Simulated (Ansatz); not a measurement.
`[CH3][SnH2][CH2][SiH3]` + `CC=N` → `C/C=N\[SiH3]` + `[CH3][SnH2][CH3]`  (ligand exchange at the Si–C bond)

Calculated with Ansatz (gas phase, PBE0-D4/def2-TZVP geometries, no zero-point term in ΔE). CCSD(T)/CBS is the MP2 limit (def2-TZVPP, def2-QZVPP) plus CCSD(T) − MP2 in def2-TZVPP, frozen cores. Functionals use def2-TZVPP. Elements past krypton have def2 core potentials. For Sn outer-core shells are correlated without core-valence functions, which leaves a few kJ/mol of doubt a bond. One conformer a species, not always the lowest.

CCSD(T)/CBS gives -5.3 kcal/mol.

**Question.** Another level gave -6.2 kcal/mol. Which?
A. B2PLYP/def2-TZVPP
B. PBE/def2-TZVPP
C. HF/def2-TZVPP
D. CCSD(T)/def2-TZVPP

**Answer.** B. PBE -6.2, B2PLYP -7.3, CCSD(T)/def2-TZVPP -5.1, HF/def2-TZVPP -8.6 kcal/mol.

Largest T1 diagnostic among the species: 0.013.

The D4 term adds +0.7 kcal/mol with B3LYP and +0.4 kcal/mol with PBE0; it sums over pairs of atoms, weighted by their polarisabilities, and B3LYP, whose exchange is more repulsive, gets the larger term. In def2-TZVPP, CCSD(T) changes the Hartree–Fock value by +3.5 kcal/mol (the triples alone add +0.3 kcal/mol) and MP2 by +2.9 kcal/mol.

B3LYP here is the variant with VWN-RPA as its local correlation; programs differ in this.
